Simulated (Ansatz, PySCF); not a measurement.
Ta(S)(F)2(OH) (F2HOSTa), SMILES [Ta]([F])(=[S])([OH])[F], multiplicity 1. Atoms are numbered in the order given.

```xyz
6

Ta    -0.0749    -0.1096     0.0000
S      0.1055     2.0532     0.0000
F     -0.9853    -0.6298    -1.5643
F     -0.9853    -0.6298     1.5643
O      1.6628    -0.8410     0.0000
H      2.5706    -0.5125     0.0000
```
Charge 0, spin multiplicity 1.

The structure is a stationary point at B3LYP-D3(BJ)/def2-SVP. The spin state was assumed, not searched. The structure was generated by enumeration; whether it is a known compound was not checked. The def2 effective core potentials stand for the cores of Ta; spin–orbit coupling is left out. One conformer was computed; it need not be the lowest.

Two levels are set side by side: PBE-D3(BJ)/def2-SVP (Ansatz, an electronic-structure program) and B3LYP-D3(BJ)/def2-SVP (Ansatz). Each level has its own optimised geometry; the coordinates shown are those of the second. Frequencies come from the Hessian of PySCF at each geometry. Differences are taken from unrounded values.

| quantity | B3LYP-D3(BJ) | PBE-D3(BJ) | PBE-D3(BJ) minus B3LYP-D3(BJ) |
|---|---|---|---|
| mean bond length (Å) | 1.758 | 1.764 | 0.006 |
| bond Ta1–S2 (Å) | 2.170 | 2.177 | 0.007 |
| bond Ta1–F3 (Å) | 1.883 | 1.888 | 0.004 |
| bond Ta1–F4 (Å) | 1.883 | 1.888 | 0.004 |
| bond Ta1–O5 (Å) | 1.885 | 1.892 | 0.007 |
| bond O5–H6 (Å) | 0.965 | 0.974 | 0.008 |
| highest harmonic wavenumber (cm⁻¹) | 3874 | 3770 | -104 |
| mean harmonic wavenumber (cm⁻¹) | 696 | 678 | -18 |
| zero-point energy (kcal/mol) | 11.93 | 11.63 | -0.31 |

Exact exchange shortens and stiffens bonds; PBE has none. Differences between two approximate levels are no errors against the true value.
